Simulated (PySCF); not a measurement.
# Magnetisability: `[C@H]12C[C@@H]3[C@@H](CCF)[C@H]1[C@@H]32`, C$_{8}$H$_{11}$F

Geometry:
```json
{"atom": "F1", "x (Å)": "3.842", "y (Å)": "0.186", "z (Å)": "0.072"}
{"atom": "C2", "x (Å)": "2.610", "y (Å)": "0.431", "z (Å)": "0.632"}
{"atom": "C3", "x (Å)": "1.557", "y (Å)": "-0.470", "z (Å)": "0.003"}
{"atom": "C4", "x (Å)": "0.188", "y (Å)": "-0.249", "z (Å)": "0.630"}
{"atom": "C5", "x (Å)": "-0.945", "y (Å)": "-0.989", "z (Å)": "-0.108"}
{"atom": "C6", "x (Å)": "-2.186", "y (Å)": "-0.651", "z (Å)": "0.730"}
{"atom": "C7", "x (Å)": "-2.000", "y (Å)": "0.765", "z (Å)": "0.222"}
{"atom": "C8", "x (Å)": "-1.198", "y (Å)": "0.291", "z (Å)": "-0.952"}
{"atom": "C9", "x (Å)": "-0.504", "y (Å)": "1.020", "z (Å)": "0.160"}
{"atom": "H10", "x (Å)": "2.393", "y (Å)": "1.489", "z (Å)": "0.459"}
{"atom": "H11", "x (Å)": "2.712", "y (Å)": "0.244", "z (Å)": "1.706"}
{"atom": "H12", "x (Å)": "1.860", "y (Å)": "-1.511", "z (Å)": "0.139"}
{"atom": "H13", "x (Å)": "1.510", "y (Å)": "-0.269", "z (Å)": "-1.069"}
{"atom": "H14", "x (Å)": "0.240", "y (Å)": "-0.414", "z (Å)": "1.711"}
{"atom": "H15", "x (Å)": "-0.785", "y (Å)": "-1.989", "z (Å)": "-0.494"}
{"atom": "H16", "x (Å)": "-2.120", "y (Å)": "-0.824", "z (Å)": "1.805"}
{"atom": "H17", "x (Å)": "-3.094", "y (Å)": "-1.106", "z (Å)": "0.339"}
{"atom": "H18", "x (Å)": "-2.716", "y (Å)": "1.568", "z (Å)": "0.268"}
{"atom": "H19", "x (Å)": "-1.274", "y (Å)": "0.472", "z (Å)": "-2.006"}
{"atom": "H20", "x (Å)": "-0.097", "y (Å)": "2.018", "z (Å)": "0.155"}
```

Computed with GIAO B97-2/pcSseg-1 magnetisability, rotational g tensor and spin-rotation constants, non-relativistic, gas phase (PySCF 2.14.0). Geometry: GFN2-xTB.

Question: What are the magnetisability and the molar susceptibility?

Answer: Isotropic -1424 × 10⁻³⁰ J/T², or -85.8 × 10⁻⁶ cm³/mol; principal values -1628, -1363, -1281 × 10⁻³⁰ J/T², anisotropy 314 × 10⁻³⁰ J/T² (root of half the summed squared differences of the principal values). The susceptibility is in cgs units.

Question: Split it along the inertial axes a, b, c into diamagnetic and paramagnetic parts about the centre of mass, with the quadrupole moment.

Answer: 
```csv
axis,χ (10⁻⁶ cm³/mol),diamagnetic (10⁻⁶ cm³/mol),paramagnetic (10⁻⁶ cm³/mol),summed x² of all electrons (Å²),quadrupole Θ (D Å)
a,-79.4,-371.2,291.8,308.3,-10.62
b,-95.9,-1467.0,1371.1,50.0,+6.28
c,-81.9,-1520.3,1438.4,37.5,+4.34
```
Anisotropies 2χaa − χbb − χcc = +19.0 and 2χbb − χaa − χcc = -30.5 × 10⁻⁶ cm³/mol. Θ is traceless in Buckingham's convention.

Question: And the rotational g tensor?

Answer: 
```
axis  rotational constant (GHz)        g  nuclear part  electronic part
   a                     5.0603  -0.0327        0.6610          -0.6937
   b                     0.8469  -0.0029        0.5426          -0.5455
   c                     0.8164  -0.0077        0.5440          -0.5517
```
Asymmetric top; isotopes 12C, 19F, 1H; no vibrational averaging.
